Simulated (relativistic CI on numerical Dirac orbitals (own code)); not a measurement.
Rh25+: what numerical and physical settings do to a radial Dirac CI calculation

Reference input:

```
atom Rh  Z=45  charge=25  electrons=20
nucleus A=103  rms_radius_fm=4.4945
hamiltonian dirac-coulomb  breit=on  qed=on  c_scale=1
orbitals kli  potential=per-configuration
slater_scale 1
correlation none
mixing on
grid step=0.0125 r_max=5.7
scf mixing=0.4 start=green max_iterations=150 tolerance=2e-08 node_fill=0.05
configurations
  [Ar] 3d2
  [Ne] 3s2 3p5 3d3
  [Ne] 3s 3p6 3d3
  [Ne] 3p6 3d4
  [Ar] 3d 4s
end
```

Computed lowest total energy -4385.30964 Ha, first excitation 41533.1 cm⁻¹, 51 SCF steps. Runs with settings changed; * marks those that are bad on purpose (the QED terms keep the true α when c is scaled):

```
                                                 Changed    Outcome      Lowest level    ΔE (Ha)  First excitation (cm⁻¹)  SCF steps                                                       Message
nuclear radius 5.8429 fm, node fill of the KLI weights 0  converged  3s2.3p6.3d2 3F_2     0.0566                  41492.2         51                                                              
  speed of light × 2, SCF mixing 0.9, iteration limit 20  converged  3s2.3p6.3d2 3F_2       70.9                   8792.4         35                                                              
                            end of the grid at 8.55 bohr  converged  3s2.3p6.3d2 3F_2  -1.82e-12                  41533.1         51                                                              
                    Breit term off, SCF tolerance 0.0001  converged  3s2.3p6.3d2 3F_2      -2.96                  43706.6         34                                                              
                                             charge 27 *    refused                                                                0       configuration [Ar] 3d2 has 20 electrons, the ion has 18
                    configuration list: extra electron *    refused                                                                0  configuration [Ar] 3d 4s 5s has 21 electrons, the ion has 20
```
